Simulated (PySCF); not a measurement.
# Spinor energies of Yb⁶²⁺ (ytterbium, charge +62)

Start: [He] 2s2 2p4; 2p1/2 filled at m_j = -1/2, +1/2; 2p3/2 filled at m_j = +1/2, +3/2. Calculated with PySCF 2.14 in an uncontracted even-tempered set (17 s from 45 bohr⁻², ratio 2.4; 13 p from 59 bohr⁻², ratio 2.4; 5 d from 200 bohr⁻², ratio 2.6; 4 f from 300 bohr⁻², ratio 2.6): generalised Hartree-Fock with the X2C-1e Hamiltonian and a Gaussian nucleus; one run each with spin-orbit coupling (SO) switched off, then screened by Boettger's factors.

| spinor shell | electrons | ε, spin-free (eV) | ε, screened SO (eV) | weight of nominal j (screened SO) | rms radius, screened SO (bohr) |
| --- | --- | --- | --- | --- | --- |
| 1s1/2 | 2 | -67621.0 | -67586.1 | 1.000 | 0.0222 |
| 2s1/2 | 2 | -15902.0 | -15891.6 | 1.000 | 0.0876 |
| 2p1/2 | 2 | -14781.7 | -15548.0 | 1.000 | 0.0742 |
| 2p3/2 | 2 | -14781.7 | -14450.1 | 1.000 | 0.0806 |

```
   quantity    spin-free  screened SO
E (hartree)  -8729.01082  -8762.70437
        M_J            2            2
       ⟨J²⟩        6.000        6.000
       ⟨L²⟩        2.000        3.285
       ⟨S²⟩        2.000        1.377
```

Each row is a mean over spinors that exchange with the open shell spreads, by up to 82.571 eV (2s1/2).

Breit and QED terms are absent; they matter most for the inner s and p1/2 levels.

Densities and radii are taken from the X2C orbitals without a picture-change correction, which distorts them close to the nucleus.

Without spin-orbit coupling the j labels of p, d and f shells carry no meaning; the spin-free column gives the mean over the occupied spinors of each nl shell.
